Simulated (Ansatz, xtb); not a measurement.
F2NSi2+: where a starting geometry ends

The starting geometry of this gas-phase singlet has its atoms placed at random.

```xyz
5

F     0.2074   -0.0830    0.5135
F     0.0471    0.9134   -1.1268
N    -0.4953   -1.1895   -0.9847
Si    1.4017   -0.8040   -0.5779
Si   -0.1033    1.7905    0.7489
```

One run relaxed it with r2SCAN-D4/def2-SVP. What is a likely outcome?

It ends as a structure given below by its coordinates. Distances that change by over a tenth: N3–Si4 (1.98 → 1.57 Å). Contacts that close: F2–Si5 (2.08 → 1.59 Å).

The energy falls by 4.71 eV over 23 steps:

```tsv
step	E − E(last) (eV)
1	4.713
3	1.366
6	0.714
8	0.473
11	0.159
13	0.135
16	0.028
18	0.015
21	0.000
23	0.000
```

Final geometry (Å):

| atom | x (Å) | y (Å) | z (Å) |
| --- | --- | --- | --- |
| F | 0.2761 | 0.1412 | 0.3165 |
| F | -0.0019 | 2.4783 | -0.7564 |
| N | 0.3015 | -2.7347 | -1.2969 |
| Si | 0.3030 | -1.3971 | -0.4741 |
| Si | 0.1789 | 2.1398 | 0.7839 |

From the same start GFN2-xTB reaches the same bonding as this run.

From so rough a start the end depends on the optimiser's path, so another program may land elsewhere. The end wasn't checked by frequencies. Run with Ansatz 0.2.0, 32 s on 1 thread of Intel(R) Xeon(R) 6975P-C (Granite Rapids) (shared host).
